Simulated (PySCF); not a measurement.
Worked example: oscillator strength and radiative lifetime

C3H8OSi2, SMILES O[SiH2]C#CC[SiH3].

Geometry: B3LYP-D3(BJ)/def2-SVP. This is a generated structure with no PubChem entry under its InChIKey; it may be hypothetical. Other conformers were not sampled.

TDDFT-PBE/def2-SVPD run with PySCF puts the first singlet state with f over 0.02 at 5.50 eV (vertical), with the transition dipole (-0.840, -0.001, -0.097) in atomic units.

### Question
Find the oscillator strength, the wavelength and the radiative lifetime that this transition would have in vacuum if emission retraced absorption.

### Answer

|μ|² = 0.7150 au, so |μ| = 2.15 D. ΔE = 5.50/27.211 = 0.2021 hartree. f = (2/3) ΔE |μ|² = 0.096 (the program prints 0.096).
λ = 1239.84/5.50 = 225 nm; ν = 44360 cm⁻¹.
Einstein's coefficient A = 0.6670 ν² f s⁻¹ (ν in cm⁻¹) = 1.3e8 s⁻¹, so τ = 1/A = 7.9 ns. This state is S2; the lower singlet has f = 0.002. The figure is the radiative limit of this one transition; relaxation, internal conversion, crossing to triplets and a medium change what is measured.
